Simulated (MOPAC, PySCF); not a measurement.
C₁₀H₈BF, SMILES `c1c(c2cccc-2ccc1F)B`, neutral singlet in the gas phase. 

Cartesian coordinates (Å):
```xyz
20

B     -2.2162    -1.6783    -0.3393
C     -1.2332    -0.4894    -0.1062
C     -1.8644     0.7515     0.1138
C     -1.3205     2.0157     0.3523
F     -2.2350     2.9897     0.5188
C      0.0015     2.4427     0.4478
C      1.1511     1.6600     0.3200
C      1.2672     0.2968     0.0719
C      2.4873    -0.3958    -0.0383
C      2.2074    -1.7490    -0.2904
C      0.8146    -1.9479    -0.3462
C      0.1648    -0.7179    -0.1295
H     -3.4029    -1.4655    -0.3074
H     -1.8391    -2.7993    -0.5511
H     -2.9567     0.7533     0.1006
H      0.1265     3.5099     0.6449
H      2.0991     2.1966     0.4310
H      3.4734     0.0578     0.0583
H      2.9545    -2.5329    -0.4239
H      0.3206    -2.8982    -0.5273
```
Charge 0, multiplicity 1.

All levels are single points at this geometry (B3LYP-D3(BJ)/def2-SVP); Pople sets use spherical d functions. Orbital energies aren't observables, and empty levels follow the basis.

```
level                            HOMO (eV)  LUMO (eV)  gap (eV)  dipole (D)  vertical IE, Delta-SCF (eV)
-------------------------------  ---------  ---------  --------  ----------  ---------------------------
PBE-D3(BJ)/def2-TZVP in PySCF        -5.26      -3.73      1.53        1.60                         7.63
TPSSh-D3(BJ)/def2-TZVP in PySCF      -5.52      -3.30      2.22        1.51                         7.50
B3LYP/6-311+G** in PySCF             -5.91      -3.19      2.72        1.53                            –
BP86/6-31G* in PySCF                 -5.01      -3.47      1.53        1.56                            –
M06-2X/6-31G* in PySCF               -6.70      -2.00      4.70        1.17                            –
PBE/6-31G* in PySCF                  -4.92      -3.39      1.53        1.56                         7.37
SVWN5/6-31G* in PySCF                -5.11      -3.63      1.48        1.62                         7.63
HF/3-21G in PySCF                    -7.42       0.29      7.72        1.19                            –
HF/6-31G* in PySCF                   -7.22       0.50      7.72        1.10                            –
HF/STO-3G in PySCF                   -5.23       3.26      8.50        0.99                            –
AM1 in MOPAC                         -8.21      -1.51      6.70        0.49                            –
PM3 in MOPAC                         -8.38      -1.99      6.40        1.30                            –
PM6 in MOPAC                         -8.41      -1.81      6.60        0.43                            –
```
